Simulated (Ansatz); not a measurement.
Coupled-cluster run, C₂H₆FMoNO₂, SMILES `C[N]=[Mo](=[O])([F])[O]C`.

```yaml
crystal:
  periodic: [false, false, false]
  atoms:
    - {symbol: C, position_ang: [0.681580, 0.569373, 2.130842]}
    - {symbol: N, position_ang: [0.502648, 0.696724, 0.728059]}
    - {symbol: Mo, position_ang: [-0.459138, 1.150111, -0.625683]}
    - {symbol: O, position_ang: [-1.926063, 1.700029, -0.021886]}
    - {symbol: F, position_ang: [0.447455, 2.480190, -1.570566]}
    - {symbol: O, position_ang: [-0.717043, -0.368430, -1.661023]}
    - {symbol: C, position_ang: [-0.267849, -1.698436, -1.622165]}
    - {symbol: H, position_ang: [0.891271, -0.473674, 2.388415]}
    - {symbol: H, position_ang: [1.537190, 1.170606, 2.454008]}
    - {symbol: H, position_ang: [-0.210088, 0.895564, 2.678391]}
    - {symbol: H, position_ang: [-1.101854, -2.358403, -1.367897]}
    - {symbol: H, position_ang: [0.531465, -1.824895, -0.885703]}
    - {symbol: H, position_ang: [0.110828, -1.973556, -2.609992]}
basis:
  gaussian: {orbitals: def2-TZVPP}
correlation: {method: ccsd_t}
output: {orbitals: {seedname: orbitals}}
```

```sh
$ ansatz run in.yaml --threads 2 --pin off --events-out ev --progress --plain --max-ram 32768MiB --backend cuda --devices 0, --max-vram 18GiB
```

Log, shortened:

```
Functional definition: HF
2052 factors; integrals over basis functions are off by at most 1.1e-3 eV
mean field evaluation 1: about -12248.3785 eV, gradient 8.4e1 eV
mean field evaluation 2: about -12248.7988 eV, gradient 8.4e1 eV
mean field evaluation 4: about -12261.0674 eV, gradient 1.3e1 eV
mean field evaluation 8: about -12261.4463 eV, gradient 1.6e0 eV
mean field evaluation 16: about -12261.4572 eV, gradient 4.4e-5 eV
mean field -12261.45717004 eV, -450.6002398847 hartree, gradient 2.6e-6 eV, S^2 0.000000; 0 other end points of the search recorded, 0 dependent functions left out; unrestricted orbitals would lower it
6 core orbitals not correlated: weight in the atoms' cores, before any rotation towards them, 1.000 or more for the frozen orbitals, at most 0.000 for the correlated occupied ones
reference -12261.45717004 eV, -450.6002398847 hartree; 26, 26 occupied and 294, 294 virtual orbitals, 2052 factors
second order -51.88266147 eV of doubles, -0.00000000 eV of singles
cycle   1  -46.95211845 eV  change     4.9e0 eV  update   3.5e-1
cycle   2  -49.47510729 eV  change    -2.5e0 eV  update   2.6e-1
cycle   3  -50.01205939 eV  change   -5.4e-1 eV  update   5.0e-2
cycle   4  -50.07735856 eV  change   -6.5e-2 eV  update   2.4e-2
cycle   5  -50.04460302 eV  change    3.3e-2 eV  update   7.8e-3
cycle   6  -50.04162962 eV  change    3.0e-3 eV  update   3.6e-3
cycle   7  -50.04381276 eV  change   -2.2e-3 eV  update   1.6e-3
cycle   8  -50.04244581 eV  change    1.4e-3 eV  update   1.0e-3
cycle   9  -50.04215300 eV  change    2.9e-4 eV  update   4.2e-4
cycle  10  -50.04281847 eV  change   -6.7e-4 eV  update   2.6e-4
cycle  11  -50.04275096 eV  change    6.8e-5 eV  update   1.1e-4
cycle  12  -50.04244897 eV  change    3.0e-4 eV  update   6.8e-5
cycle  13  -50.04264285 eV  change   -1.9e-4 eV  update   2.4e-5
cycle  14  -50.04255600 eV  change    8.7e-5 eV  update   1.6e-5
cycle  15  -50.04254693 eV  change    9.1e-6 eV  update   5.7e-6
perturbative correction -2.77384140 eV, -0.1019367912 hartree
Total energy: -12314.27355836 eV, -452.5412063555 hartree
```

Hardware: 2 threads of an AMD EPYC 7R13 on a shared host and a share of an NVIDIA H100 80 GB. Wall time 28 s, peak host memory 1.5 GiB.

Correlation energy per correlated electron: -1.016 eV. T1 diagnostic: 0.0215.
